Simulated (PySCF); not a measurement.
Level of theory: B3LYP-D3(BJ)/def2-TZVP // BP86-D3(BJ)/def2-SVP in PySCF. Isolated molecules, 0 K electronic values unless said otherwise. One relaxed conformer stands for a flexible species; it need not be the lowest. B3LYP has the VWN-RPA correlation part, as in Gaussian. 

Reference species: [Ti(OH)4] (neutral, multiplicity 1).

The LUMO is -1.59 eV and the HOMO is -8.75 eV. The HOMO–LUMO gap is 7.16 eV.

After one change: the LUMO goes up by 0.89 eV; the HOMO falls by 0.21 eV; the HOMO–LUMO gap rises by 1.10 eV.

Name the change that produced these shifts. The new species is one of these.
A. [W(=O)(OH)4]
B. [Hf(OH)4]
C. [Cr(=O)2(OH)2]
D. [Ta(=O)(OH)3]

D, [Ta(=O)(OH)3]
